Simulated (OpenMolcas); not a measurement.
neutral antimony.

* Program: OpenMolcas
* Basis: ANO-RCC-VQZP [8s7p5d3f2g]
* Scalar Hamiltonian: DKH2, point nucleus
* Active space: 3 electrons in 9 orbitals (RAS2 5p; RAS3 5d 6s, at most 1 electron)
* State averaging: 2S+1 = 4 odd, 1 root; 2S+1 = 2 odd, 8 roots; 2S+1 = 4 even, 3 roots; 2S+1 = 2 even, 8 roots
* Spin-orbit coupling: state interaction with AMFI integrals over the reference wave functions, term energies averaged over their components

Two sets of levels on these reference wave functions, in cm⁻¹ above 5s² 5p³ ⁴S°_3/2: one from RASSCF and one from SS-RASPT2, IPEA 0.25 Eh, imaginary shift 0.1 Eh (closed shells correlated: 4d 5s).

| Level | Set 1 | Set 2 |
| --- | --- | --- |
| 5s² 5p³ ⁴S°_3/2 | 0.0 | 0.0 |
| 5s² 5p³ ²D°_3/2 | 12480 | 9620 |
| 5s² 5p³ ²D°_5/2 | 13420 | 10500 |
| 5s² 5p³ ²P°_1/2 | 21950 | 19640 |
| 5s² 5p³ ²P°_3/2 | 23250 | 20920 |
| 5s² 5p² 6s ⁴P_1/2 | 50200 | 47800 |
| 5s² 5p² 6s ⁴P_3/2 | 51620 | 49210 |
| 5s² 5p² 6s ⁴P_5/2 | 53920 | 51370 |
| 5s² 5p² 6s ²P_1/2 | 55570 | 52120 |

Q: Which set is which?

A: Set 2 is SS-RASPT2. Its levels of the other terms of 5s² 5p³ lie at 0.77 to 0.90 of the other set's values, as expected, since terms of lower spin or lower L gain more correlation energy than the Hund ground term. Against 8 measured levels (NIST Handbook of Basic Atomic Spectroscopic Data) the mean absolute deviation is 2900 cm-1 with it and 5600 cm-1 without; single levels miss by up to 5100 cm-1 with it.

CASPT2 does not keep the components of a term degenerate, so their means are used; among the terms shown or strongly mixed into the levels shown the widest spread is 87 cm-1 (5s² 5p³ ²D°, SS-RASPT2). ANO sets are built for valence states and can reach diffuse excited orbitals poorly, and with the s shell closed the s pⁿ⁺¹ terms that mix with these levels are absent. With the s shell closed, the reference lacks s² → p² mixing. No level of 5s² 5p² 5d was computed, though it lies in the active space. Some terms miss by over 15 % even with CASPT2, which points to a basis or an active space too small for the shells correlated (holds for SS-RASPT2). Computed and measured levels are paired by configuration, term and J; levels that our copy of the source lacks, or whose pairing is in doubt (as where it misses far off the trend of its configuration), stay unpaired and out of the deviations. Only configurations of the active space appear. The table leaves out levels that lie high or whose names do not pair safely across all columns.

° marks odd parity.
